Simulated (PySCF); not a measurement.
C4H6ClF, SMILES C(=C)C[C@@H](Cl)F.

The structure is a stationary point at PBE-D3(BJ)/def2-SVP. The structure was generated by enumeration; whether it is a known compound was not checked. One conformer was computed; it need not be the lowest.

These are PBE-D3(BJ)/def2-SVP (PySCF) values and carry that method's errors.

Frequencies are harmonic and unscaled.

Estimate the vibrational spectrum. (An estimate is asked for; the answer gives what the named calculation found.)


```json
[
 {"mode": "1", "ν (cm⁻¹)": "85", "IR (km/mol)": "0.2", "moving atoms (share of kinetic energy)": "C 52 %, H 29 %, F 17 %"},
 {"mode": "2", "ν (cm⁻¹)": "90", "IR (km/mol)": "1.0", "moving atoms (share of kinetic energy)": "C 54 %, H 25 %, Cl 15 %"},
 {"mode": "3", "ν (cm⁻¹)": "192", "IR (km/mol)": "0.4", "moving atoms (share of kinetic energy)": "C 35 %, H 34 %, F 16 %, Cl 14 %"},
 {"mode": "4", "ν (cm⁻¹)": "302", "IR (km/mol)": "5.9", "moving atoms (share of kinetic energy)": "C 45 %, F 23 %, Cl 20 %, H 13 %"},
 {"mode": "5", "ν (cm⁻¹)": "373", "IR (km/mol)": "2.7", "moving atoms (share of kinetic energy)": "Cl 39 %, F 28 %, C 20 %, H 13 %"},
 {"mode": "6", "ν (cm⁻¹)": "396", "IR (km/mol)": "0.6", "moving atoms (share of kinetic energy)": "C 42 %, F 24 %, H 23 %, Cl 10 %"},
 {"mode": "7", "ν (cm⁻¹)": "480", "IR (km/mol)": "6.0", "moving atoms (share of kinetic energy)": "H 51 %, C 33 %, F 14 %"},
 {"mode": "8", "ν (cm⁻¹)": "615", "IR (km/mol)": "23.2", "moving atoms (share of kinetic energy)": "H 56 %, C 40 %"},
 {"mode": "9", "ν (cm⁻¹)": "768", "IR (km/mol)": "100.1", "moving atoms (share of kinetic energy)": "C 73 %, H 16 %, Cl 9 %"},
 {"mode": "10", "ν (cm⁻¹)": "846", "IR (km/mol)": "21.9", "moving atoms (share of kinetic energy)": "H 53 %, C 35 %, F 11 %"},
 {"mode": "11", "ν (cm⁻¹)": "909", "IR (km/mol)": "31.3", "moving atoms (share of kinetic energy)": "H 73 %, C 27 %"},
 {"mode": "12", "ν (cm⁻¹)": "928", "IR (km/mol)": "4.6", "moving atoms (share of kinetic energy)": "H 50 %, C 48 %"},
 {"mode": "13", "ν (cm⁻¹)": "978", "IR (km/mol)": "28.7", "moving atoms (share of kinetic energy)": "H 51 %, C 40 %, F 9 %"},
 {"mode": "14", "ν (cm⁻¹)": "1001", "IR (km/mol)": "9.9", "moving atoms (share of kinetic energy)": "H 80 %, C 19 %"},
 {"mode": "15", "ν (cm⁻¹)": "1095", "IR (km/mol)": "77.8", "moving atoms (share of kinetic energy)": "C 60 %, H 25 %, F 15 %"},
 {"mode": "16", "ν (cm⁻¹)": "1114", "IR (km/mol)": "43.8", "moving atoms (share of kinetic energy)": "C 50 %, H 44 %"},
 {"mode": "17", "ν (cm⁻¹)": "1180", "IR (km/mol)": "11.0", "moving atoms (share of kinetic energy)": "H 75 %, C 25 %"},
 {"mode": "18", "ν (cm⁻¹)": "1220", "IR (km/mol)": "5.0", "moving atoms (share of kinetic energy)": "H 77 %, C 21 %"},
 {"mode": "19", "ν (cm⁻¹)": "1257", "IR (km/mol)": "4.9", "moving atoms (share of kinetic energy)": "H 81 %, C 18 %"},
 {"mode": "20", "ν (cm⁻¹)": "1286", "IR (km/mol)": "20.6", "moving atoms (share of kinetic energy)": "H 68 %, C 32 %"},
 {"mode": "21", "ν (cm⁻¹)": "1334", "IR (km/mol)": "20.9", "moving atoms (share of kinetic energy)": "H 76 %, C 23 %"},
 {"mode": "22", "ν (cm⁻¹)": "1375", "IR (km/mol)": "2.4", "moving atoms (share of kinetic energy)": "H 88 %, C 12 %"},
 {"mode": "23", "ν (cm⁻¹)": "1391", "IR (km/mol)": "7.1", "moving atoms (share of kinetic energy)": "H 85 %, C 15 %"},
 {"mode": "24", "ν (cm⁻¹)": "1674", "IR (km/mol)": "6.1", "moving atoms (share of kinetic energy)": "C 88 %, H 12 %"},
 {"mode": "25", "ν (cm⁻¹)": "2977", "IR (km/mol)": "4.2", "moving atoms (share of kinetic energy)": "H 94 %"},
 {"mode": "26", "ν (cm⁻¹)": "3017", "IR (km/mol)": "17.4", "moving atoms (share of kinetic energy)": "H 92 %, C 8 %"},
 {"mode": "27", "ν (cm⁻¹)": "3052", "IR (km/mol)": "4.7", "moving atoms (share of kinetic energy)": "H 91 %, C 9 %"},
 {"mode": "28", "ν (cm⁻¹)": "3068", "IR (km/mol)": "6.1", "moving atoms (share of kinetic energy)": "H 95 %"},
 {"mode": "29", "ν (cm⁻¹)": "3091", "IR (km/mol)": "5.5", "moving atoms (share of kinetic energy)": "H 92 %, C 8 %"},
 {"mode": "30", "ν (cm⁻¹)": "3169", "IR (km/mol)": "7.6", "moving atoms (share of kinetic energy)": "H 89 %, C 11 %"}
]
```
